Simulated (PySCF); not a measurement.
C2H6FNbO, multiplicity 1. Atoms are numbered in the order given.

```xyz
11

Nb     0.0401     0.0784     0.0000
O      1.7243     0.1718     0.0000
F     -0.7538     1.7741     0.0000
C     -0.4535    -1.0675    -1.7396
H     -0.0591    -2.0914    -1.6055
H     -1.5477    -1.1240    -1.8774
H      0.0001    -0.6570    -2.6567
C     -0.4535    -1.0675     1.7396
H      0.0001    -0.6570     2.6567
H     -1.5477    -1.1240     1.8774
H     -0.0591    -2.0914     1.6055
```
Charge 0, spin multiplicity 1.

Geometry optimised at PBE0-D3(BJ)/def2-SVP. The multiplicity is an assumed one; other spin states were not compared. The def2 effective core potentials stand for the cores of Nb; spin–orbit coupling is left out.

These are TDDFT-PBE/def2-SVPD run with PySCF 2.14.0 values and carry that method's errors.

Vertical excitations. Gas-phase values at a fixed geometry. State labels are in the subgroup Cs.

Computed excitation energies, oscillator strengths and character:
| state | symmetry | energy (eV) | λ (nm) | f | main pairs |
|---|---|---|---|---|---|
| S1 | A" | 4.24 | 292 | 0.004 | HOMO→LUMO 99 % |
| S2 | A' | 4.56 | 272 | 0.007 | HOMO−1→LUMO 93 % |
| S3 | A' | 4.98 | 249 | 0.005 | HOMO→LUMO+1 91 % |
| S4 | A" | 5.06 | 245 | 0.023 | HOMO−1→LUMO+1 98 % |
| S5 | A' | 5.56 | 223 | 0.005 | HOMO−2→LUMO 94 % |
| S6 | A" | 5.68 | 218 | 0.002 | HOMO−4→LUMO 93 % |
| S7 | A' | 5.71 | 217 | 0.000 | HOMO−3→LUMO 96 % |
| S8 | A" | 5.98 | 207 | 0.004 | HOMO−2→LUMO+1 93 % |
| S9 | A" | 6.20 | 200 | 0.000 | HOMO−3→LUMO+1 97 % |
| S10 | A" | 6.39 | 194 | 0.003 | HOMO→LUMO+2 98 % |
| T1 | A" | 3.88 | 319 | 0 | HOMO→LUMO 100 % |
| T2 | A' | 4.07 | 305 | 0 | HOMO−1→LUMO 99 % |
| T3 | A' | 4.37 | 283 | 0 | HOMO→LUMO+1 98 % |
| T4 | A" | 4.63 | 268 | 0 | HOMO−1→LUMO+1 99 % |
Triplets are in the Tamm–Dancoff approximation, which puts them higher than full response would, so one can lie above its singlet here.
